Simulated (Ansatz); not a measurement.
A nudged elastic band was laid between two geometries of BF₃H₂O (7 atoms, charge 0, multiplicity 1).

Level of theory: RKS B3LYP/def2-SVP in Ansatz.

```
movable images  : 5
climbing image  : yes
spring          : 20.0 eV/Å²
optimiser       : quadratic models (default)
start path      : through a guess of the saddle point
force threshold : 0.05 eV/Å
iteration limit : 60
end points      : relaxed
```

First end point:

```xyz
7
Properties=species:S:1:pos:R:3
O -0.688 0.720 0.334
B 0.618 -0.466 -0.020
F 1.365 -0.425 1.089
F -0.135 -1.574 -0.212
F 1.133 0.108 -1.132
H -1.527 0.230 0.308
H -0.705 1.340 -0.413
```

Last end point:

```xyz
7
Properties=species:S:1:pos:R:3
O -0.950 0.434 0.138
B 0.550 -0.545 -0.076
F 1.283 -0.042 0.944
F 0.106 -1.800 0.055
F 0.896 -0.141 -1.320
H -1.042 0.980 -0.660
H -0.781 1.045 0.873
```

What changes between the two ends?

No bond is made or broken. The dihedral H6–O1–B2–F3 goes from -119 to 116°. The two ends are copies of one structure, up to a mirror image or an exchange of like atoms.

What energy profile does the band end with?

The run converged. The highest image is number 2 of 0 to 6, 0.4 kcal/mol above the ends, which have the same energy within 2 meV. Beside the main top the profile has a ripple of under 15 meV (maxima at images 2, 5), which may be a very shallow well or noise. Another band between the same ends (5 images) ends at a top of the same energy, where a vibrational analysis finds 1 clearly imaginary mode.

```tsv
image	path coordinate (Å)	energy (kcal/mol)	dihedral H6–O1–B2–F3 (°)
0	0.00	0.0	-119
1	0.59	0.3	-86
2	1.18	0.4	-53
3	1.97	0.0	-12
4	2.76	0.3	32
5	3.55	0.4	74
6	4.34	0.0	116
```

What is the geometry of the highest image?


```xyz
7
Properties=species:S:1:pos:R:3:forces:R:3
O -0.622 0.836 0.093 0.04 0.00 0.02
B 0.651 -0.461 -0.089 -0.03 0.00 -0.02
F 1.260 -0.339 1.102 -0.03 0.00 -0.03
F -0.138 -1.546 -0.256 0.03 0.03 0.01
F 1.291 -0.012 -1.178 0.00 -0.01 0.02
H -1.115 0.679 0.913 0.00 0.00 0.00
H -1.266 0.776 -0.631 0.00 -0.02 -0.01
```

The band took 10 iterations and of the order of 2.5 core-minutes.

Time of the run: 2.5 min on 1 thread of Arm Neoverse V1 (shared host), peak memory 0.15 GiB.
